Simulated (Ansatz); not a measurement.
# SnS (SMILES [S][Sn]): name the method

The species is SnS (2 atoms), meant as a singlet with charge 0. SMILES: `[S][Sn]`. The bond length is the measured one.

```tsv
atom	x (Å)	y (Å)	z (Å)
S	0.0000	0.0000	0.0000
Sn	0.0000	0.0000	2.2090
```

A calculation with Ansatz 0.2.0 gave:

The total energy is -612.2205 Eh. The HOMO energy is -8.07 eV, the LUMO energy is -1.53 eV and the HOMO–LUMO gap is 6.54 eV.

Which of these levels gave the numbers?
A. B2PLYP/def2-TZVP (core potential)
B. BHLYP/def2-TZVP (core potential)
C. HF/3-21G
D. PBE-QIDH/def2-TZVP (core potential)

A. The others give -6391.8871 Eh (HF/3-21G), -612.1273 Eh (PBE-QIDH/def2-TZVP (core potential)), -612.4761 Eh (BHLYP/def2-TZVP (core potential)).
